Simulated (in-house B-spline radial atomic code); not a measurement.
Results of a calculation; reference values are marked as such.
Two electrons in Ge: a Gaussian well −V exp(−r²/w²) with V = 194 meV and w = 72.4 nm

For Ge the NSM archive of the Ioffe Institute lists m_l = 1.6 m0, m_t = 0.08 m0 and ε = 16.2; the model takes one isotropic valley with the conductivity mass 3/(1/m_l + 2/m_t) = 0.117 m0, and so misses anisotropy and the other valleys. All triplets below are those of one valley; with several valleys two electrons can form a triplet in the 1s orbital itself, at an energy set by the valley splitting.

Effective-mass model with parabolic bands, a uniform dielectric constant, no image charges, no central-cell or spin-orbit terms. Two-electron levels come from full CI in B-splines with partial waves to l = 5 (up to 0.001 effective hartree above the limit).

What are the effective units, and what is the potential in them?

Ha* = 27211.386 meV × 0.117/16.2² = 12.13 meV and a* = 0.0529177 nm × 16.2/0.117 = 7.327 nm. V = 16 Ha* and w = 9.88 a*.

In these units the lowest s and p orbitals lie at -15.150802 and -14.591142, and their Coulomb and exchange integrals are J_ss = 0.597396, J_sp = 0.496266 and K_sp = 0.09889. Full CI gives -29.769233 for the ground singlet, -29.361254 for the sp triplet, -29.211577 for the sp singlet and -28.816368 for the lowest triplet of two s orbitals.

What does it cost to add the second electron, to first order and exactly?

To first order E = 2ε_s + J_ss = -29.704208, so the charging energy E(2) − 2E(1) is J_ss = 7.247 meV. CI gives -29.769233 − 2 × (-15.150802) = 0.532371, or 6.458 meV: relaxation and correlation lower it by 0.7888 meV, 10.9 % of J_ss. The s² configuration of one-electron orbitals holds 95.6 % of the state, and the mean radius is 12 nm. The second electron is bound by ε_s − E = 177.3 meV, against 183.8 meV for the first.

How far above the singlet do the triplets lie?

To first order the sp triplet lies at ε_s + ε_p + J_sp − K_sp = -29.344573, which is 4.363 meV above 2ε_s + J_ss. CI gives -29.361254 − (-29.769233) = 0.407979, or 4.949 meV, 73 % of the orbital spacing of 6.789 meV. The ss triplet lies 11.56 meV up, so the lower of the two is the sp one, and its gap equals k_BT at 57.4 K. The sp singlet-triplet splitting is 1.816 meV, against 2K_sp = 2.399 meV.
